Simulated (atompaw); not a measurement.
## What one change does to a pseudopotential (Cr, PAW (atompaw))

atompaw 4.2.0.5 input, output lines left out:

```
Cr 24
GGA-PBE loggrid 1500 logderivrange -7 5 301
4 4 3 0 0 0
4 0 0
4 1 0
3 2 4
0 0 0
c
c
c
v
c
v
v
v
2
2.45 1.95 2.30 2.30
y
-1
n
n
y
0.7
n
custom polynom gramschmidtortho gaussian
bessel
2.45
2.45
1.10
1.50
2.45
2.45
```

Change: core [Ar], valence charge 6; reference 3d4 4s0 4p0; waves now 4s (bound): rc 1.85 bohr; 4s channel at -0.95 Ry: rc 1.85 bohr; 4p (bound): rc 2.15 bohr; 4p channel at 0.05 Ry: rc 2.15 bohr; 3d (bound): rc 2.15 bohr; 3d channel at 1.2 Ry: rc 1.75 bohr; local potential bessel scheme, radius 1.50 bohr; core correction smooth core density matched at 1.80 bohr; augmentation gaussian compensation charge, radius 2.10 bohr; PAW radius 2.15 bohr; waves and projectors: custom polynom gramschmidtortho.

Cutoffs: the cutoffs (Ry, on a coarse ladder) from which the occupation-weighted sum of valence levels, in a spherical-Bessel basis at the reference potential, stays within 10 and 1 mRy of its value at 400 Ry; they do not see the model core or the augmentation charge, which bear on the density cutoff.

Question: What does the change do?

Answer: The potential gets softer (55 Ry and 100 Ry → 21 Ry and 35 Ry); the bound ghosts move from s to p, s. The shells moved into the core no longer need plane waves of their own. Several settings change at once here, so the effects cannot be laid on one of them.

```tsv
quantity	base	changed
cutoff, loose	55 Ry	21 Ry
cutoff, tight	100 Ry	35 Ry
bound ghosts	s	s, p
lowest overlap eigenvalue by channel	s 0.15, p 0.65, d 0.94	s 0.71, p 0.66, d 1.00
```

 A true bound ghost makes a file unfit for plane-wave use even where its test errors are small: the radial tests pick states by their node count and pass the ghost by. The cutoffs see the waves, projectors and local potential, not the compensation charge or the core.
